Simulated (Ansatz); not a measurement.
C2H7NOS2W, SMILES `C[N](C)[W]([OH])(=[S])=[S]`, relaxed with RKS PBE0-D4/def2-TZVP in the Gaussian-basis code of Ansatz from a GFN2-xTB geometry. The force threshold is 0.005 eV/Å; the program also tests the step.

The species carries charge 0 and has multiplicity 1. W: def2 effective core potential.

Start:

```xyz
14

C    -0.452   -1.108    1.398
N    -0.252   -0.163    0.308
C    -1.345   -0.232   -0.657
W     1.346    0.710   -0.352
O     1.124    2.454   -0.921
S     2.867    0.403    1.183
S     1.941   -0.602   -2.003
H    -1.393   -0.907    1.926
H     0.379   -1.028    2.106
H    -0.489   -2.135    1.005
H    -1.405   -1.239   -1.096
H    -2.307   -0.007   -0.176
H    -1.180    0.496   -1.468
H     1.164    3.358   -1.252
```

Problem. How much energy does the relaxation release, and in how many steps? (An estimate is asked.)

Solution. The calculation gave: 37.31 kJ/mol, in 32 steps, 5 of them rejected.

Problem. Which bonds change most? (An estimate is asked.)

Solution. The calculation gave: W4–S7 from 2.191 to 2.133 Å; W4–S6 from 2.183 to 2.132 Å; W4–O5 from 1.849 to 1.888 Å; N2–W4 from 1.937 to 1.918 Å.

Problem. Give the relaxed structure. (An estimate is asked.)

Solution. Ansatz gave: 
```xyz
14

C    -0.476   -0.875    1.438
N    -0.200   -0.291    0.138
C    -1.304   -0.478   -0.789
W     1.404    0.625   -0.378
O     1.102    2.481   -0.212
S     2.972    0.026    0.937
S     1.859    0.132   -2.403
H    -1.363   -0.408    1.881
H     0.367   -0.736    2.111
H    -0.672   -1.949    1.333
H    -1.497   -1.547   -0.934
H    -2.213   -0.012   -0.391
H    -1.082   -0.036   -1.759
H     1.101    3.067   -0.972
```
